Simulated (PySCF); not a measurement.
Energies from PySCF, thermal terms from the rigid-rotor harmonic-oscillator model, ideal gas at 1 bar. 'Table' is the NASA 1993 thermochemical table (part measured, part estimated). 6-31G* has spherical d functions here. All species are closed-shell singlets. The harmonic model lacks anharmonicity and excited electronic states, which grow with temperature; levels with a mode under 35 cm⁻¹ are left out. The table's entry may be an old estimate for B3O3F3 (not checked at source).

Harmonic frequencies at HF/6-31G* (cm⁻¹): 136, 136, 139, 330, 330, 487, 487, 582, 602, 720, 720, 823, 887, 1042, 1042, 1349, 1502, 1502, 1579, 1579, 1621. Point group D3h; S°(298 K) = 337.5 J/mol/K at this level.

**Question.** Work out Cp and S° of gaseous B3O3F3 at 500, 800, 1200, 1600, 2000 K from these, and set them beside the table.

**Answer.** 
```csv
T (K),Cp HF/6-31G*,Cp table,S° HF/6-31G*,S° table
500,143.3,151.5,401.9,411.3
800,173.4,179.0,476.7,489.5
1200,190.2,192.8,550.7,565.2
1600,197.4,199.3,606.5,621.6
2000,201.0,202.8,651.0,666.5
```
Units J/mol/K.
